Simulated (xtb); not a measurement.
C6H11O (SMILES C[C](C)CC(C)=O), doublet, at a GFN2-xTB geometry; GFN2-xTB with ALPB(toluene) (xtb).

xtb was given this input:
```
$ xtb mol.xyz --gfn 2 --uhf 1 --alpb toluene --json

# file mol.xyz
18

C     -0.97511288     1.58097870    -0.94203304
C     -0.96231969     0.53522561     0.11085503
C     -1.97227886    -0.54738907     0.09058227
C      0.15344713     0.42274369     1.07514839
C      1.00349514    -0.56158825     0.27571600
C      2.07304886     0.06860748    -0.57898108
O      0.77513768    -1.75479997     0.28390729
H     -1.96906957     2.02875190    -1.00777574
H     -0.25662568     2.37086978    -0.73304793
H     -0.75760249     1.16387695    -1.93176553
H     -2.62178701    -0.47275434    -0.77775111
H     -2.58934883    -0.52972765     0.99332890
H     -1.46799437    -1.52046669     0.07946754
H     -0.16180915    -0.03317521     2.01389098
H      0.67421938     1.36181235     1.24929421
H      1.65956405     0.85865389    -1.19986032
H      2.53323844    -0.68746312    -1.21024054
H      2.83443576     0.50655300     0.06547593
```

Q: Write the output that xtb gives for this input, abridged.

A: 
```
   ID    Z sym.   atoms
    1    6 C      1-6
    2    8 O      7
    3    1 H      8-18

           -------------------------------------------------
          |                Calculation Setup                |
           -------------------------------------------------

           -------------------------------------------------
          |                 G F N 2 - x T B                 |
           -------------------------------------------------

      * Solvation model:               ALPB
        Solvent                        toluene
        Parameter file                 internal GFN2-xTB/ALPB
        Dielectric constant                7.0000E+00
        Reference state                gsolv [1 M gas/solution]
        Free energy shift                  2.2081E-03 Eh       1.3856E+00 kcal/mol
        Temperature                        2.9815E+02 K
        Density                            8.6700E-01 kg/L
        Solvent mass                       7.8110E+01 g/mol
        Interaction kernel             P16
        Born radius scaling (c1)           1.7172E+00
        Born radii integrator          GBOBC
        Born offset                        0.0000E+00 a0       0.0000E+00 AA
        H-bond correction              false
        Ion screening                  false
        Surface tension                    1.0000E-05 Eh       1.5569E+01 dyn/cm
        Grid points                               230 per atom

          ...................................................
          :                      SETUP                      :
          :.................................................:
          :  # basis functions                  39          :
          :  # atomic orbitals                  39          :
          :  # shells                           25          :
          :  # electrons                        41          :
          :  max. iterations                   250          :
          :  Hamiltonian                  GFN2-xTB          :
          :  restarted?                      false          :
          :  GBSA solvation                   true          :
          :  PC potential                    false          :
          :  electronic temp.          300.0000000     K    :
          :  accuracy                    1.0000000          :
          :  -> integral cutoff          0.2500000E+02      :
          :  -> integral neglect         0.1000000E-07      :
          :  -> SCF convergence          0.1000000E-05 Eh   :
          :  -> wf. convergence          0.1000000E-03 e    :
          :  Broyden damping             0.4000000          :
          :  net charge                          0          :
          :  unpaired electrons                  1          :
          ...................................................

 iter      E             dE          RMSdq      gap      omega  full diag
   1    -22.7077583 -0.227078E+02  0.317E+00    2.18       0.0  T
   2    -22.7612601 -0.535018E-01  0.154E+00    2.08       1.0  T
   3    -22.7658814 -0.462127E-02  0.963E-01    2.13       1.0  T
   4    -22.7678081 -0.192668E-02  0.180E-01    2.04       1.0  T
   5    -22.7679569 -0.148803E-03  0.880E-02    2.11       1.0  T
   6    -22.7680184 -0.614972E-04  0.520E-02    2.07       1.0  T
   7    -22.7680383 -0.199013E-04  0.157E-02    2.09       1.5  T
   8    -22.7680390 -0.675946E-06  0.301E-03    2.08       7.8  T
   9    -22.7680390 -0.186403E-07  0.150E-03    2.08      15.7  T
  10    -22.7680390 -0.873765E-08  0.219E-04    2.08     107.4  T
  11    -22.7680390 -0.346553E-09  0.821E-05    2.08     287.0  T

   *** convergence criteria satisfied after 11 iterations ***

         :::::::::::::::::::::::::::::::::::::::::::::::::::::
         ::                     SUMMARY                     ::
         :::::::::::::::::::::::::::::::::::::::::::::::::::::
         :: total energy             -22.462406385647 Eh    ::
         :: total w/o Gsasa/hb       -22.453733358551 Eh    ::
[...]
      -------------------------------------------------------------
                  HL-Gap            0.0765352 Eh            2.0826 eV
             Fermi-level           -0.3035216 Eh           -8.2592 eV

     #   Z          covCN         q      C6AA      α(0)
     1   6 C        3.753    -0.107    22.605     6.780
     2   6 C        3.019    -0.004    28.099     8.695
     3   6 C        3.754    -0.111    22.681     6.791
     4   6 C        3.807    -0.082    22.060     6.686
     5   6 C        2.892     0.229    23.203     7.898
     6   6 C        3.753    -0.136    23.184     6.866
     7   8 O        0.857    -0.423    22.151     6.310
     8   1 H        0.924     0.060     2.198     2.318
     9   1 H        0.925     0.047     2.358     2.401
    10   1 H        0.924     0.053     2.281     2.362
    11   1 H        0.925     0.046     2.374     2.409
    12   1 H        0.924     0.055     2.260     2.351
    13   1 H        0.924     0.072     2.066     2.248
    14   1 H        0.925     0.062     2.179     2.308
    15   1 H        0.925     0.052     2.292     2.367
    16   1 H        0.925     0.068     2.109     2.271
    17   1 H        0.925     0.058     2.221     2.331
    18   1 H        0.925     0.062     2.178     2.308

 Mol. C6AA /au·bohr⁶  :       2515.752951
 Mol. C8AA /au·bohr⁸  :      54975.145433
 Mol. α(0) /au        :         75.700358

Wiberg/Mayer (AO) data.
largest (>0.10) Wiberg bond orders for each atom

 ---------------------------------------------------------------------------
     #   Z sym  total        # sym  WBO       # sym  WBO       # sym  WBO
 ---------------------------------------------------------------------------
     1   6 C    3.997 --     2 C    1.066     9 H    0.982     8 H    0.959
                            10 H    0.950
     2   6 C    3.611 --     3 C    1.077     1 C    1.066     4 C    1.041
                             5 C    0.196     7 O    0.117
     3   6 C    3.996 --     2 C    1.077    11 H    0.984    12 H    0.952
                            13 H    0.943
     4   6 C    3.993 --     2 C    1.041    15 H    0.970    14 H    0.959
                             5 C    0.918
     5   6 C    3.917 --     7 O    1.748     6 C    1.002     4 C    0.918
                             2 C    0.196
     6   6 C    3.995 --     5 C    1.002    17 H    0.983    16 H    0.964
                            18 H    0.963
     7   8 O    2.045 --     5 C    1.748     2 C    0.117
     8   1 H    0.996 --     1 C    0.959
     9   1 H    0.998 --     1 C    0.982
    10   1 H    0.996 --     1 C    0.950
    11   1 H    0.998 --     3 C    0.984
    12   1 H    0.996 --     3 C    0.952
    13   1 H    0.994 --     3 C    0.943
    14   1 H    0.996 --     4 C    0.959
    15   1 H    0.997 --     4 C    0.970
    16   1 H    0.995 --     6 C    0.964
    17   1 H    0.997 --     6 C    0.983
    18   1 H    0.996 --     6 C    0.963
 ---------------------------------------------------------------------------

Topologies differ in total number of bonds
Writing topology from bond orders to xtbtopo.mol

molecular dipole:
                 x           y           z       tot (Debye)
 q only:       -0.273       1.348      -0.202
   full:       -0.210       1.480      -0.262       3.858
molecular quadrupole (traceless):
                xx          xy          yy          xz          yz          zz
 q only:        3.619       3.097      -5.054      -0.460       0.154       1.435
  q+dip:        3.988       3.700      -6.249      -0.254       0.153       2.260
   full:        4.239       3.474      -6.576       0.028       0.167       2.337

           -------------------------------------------------
          | TOTAL ENERGY              -22.462406385647 Eh   |
          | GRADIENT NORM               0.010991228438 Eh/α |
          | HOMO-LUMO GAP               2.082629170536 eV   |
           -------------------------------------------------

normal termination of xtb
```
